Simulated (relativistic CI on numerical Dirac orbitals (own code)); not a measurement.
**Hyperfine structure of Kr9+, mass number 85**

Calculated at this level of theory: Dirac-Coulomb-Breit CI, orbitals from a KLI potential per configuration, model QED, unscaled Slater integrals (own radial code, finite nucleus).

Configuration list (outside the closed core [Ne]): 3s2.3p6.3d9, 3s2.3p5.3d10, 3s2.3p6.3d8.4s, 3s.3p6.3d10, 3s2.3p6.3d8.4p, 3s2.3p6.3d7.4s2, 3s2.3p6.3d8.4d, 3s2.3p6.3d7.4s.4p, 3s2.3p6.3d8.5s, 3s2.3p6.3d7.4p2, 3s2.3p6.3d8.4f, 3s2.3p6.3d8.5p, 3s2.3p6.3d7.4s.4d, 3s2.3p6.3d8.5d, 3s2.3p6.3d7.4p.4d, 3s2.3p5.3d9.4s. Levels of other configurations are missing.

Nuclear spin I = 9/2, μ = -1.0055 μN, Q = 0.443 b (tables of Stone and Pyykkö). The electronic factors are computed for point nuclear moments, without core polarisation or the Bohr-Weisskopf and QED corrections.

| Level | E (cm⁻¹) | A (MHz) | B (MHz) |
| --- | --- | --- | --- |
| 3s2.3p6.3d9 2D_5/2 | 0 | -420.6 | -1690 |
| 3s2.3p6.3d9 2D_3/2 | 10296 | -1001 | -1220 |
| 3s2.3p6.3d8.4s 4F_9/2 | 784139 | -1556 | -896 |
| 3s2.3p6.3d8.4s 4F_7/2 | 789093 | -204.3 | -642 |
| 3s2.3p6.3d8.4s 4F_5/2 | 794915 | -97.42 | -378 |
| 3s2.3p6.3d8.4s 4F_3/2 | 798095 | 1077 | -342 |
| 3s2.3p6.3d8.4s 2F_7/2 | 799242 | -1155 | -833 |
| 3s2.3p6.3d8.4s 2F_5/2 | 806807 | -1848 | -582 |

Levels with J = 0, under 50 % of one LS term, or S terms without an open s electron are left out. Small factors come from cancelling terms and can be off by tens of per cent or more.

At this charge energies of transitions that change n are usually good to better than 1 %, and those within a shell (Δn = 0) to a few per cent.

**Question.** Give the hyperfine levels of 3s2.3p6.3d9 2D_5/2 relative to its centre of gravity.

**Answer.** With K = F(F + 1) − I(I + 1) − J(J + 1), E = AK/2 + B[¾K(K + 1) − I(I + 1)J(J + 1)]/[2I(2I − 1)J(2J − 1)]: F = 2: 5011, F = 3: 4255, F = 4: 3050, F = 5: 1228, F = 6: -1423, F = 7: -5153 MHz.

LS names give the leading component of a level, which can be under half, so a name can repeat, a term be missing and a line seem to break the LS rules.
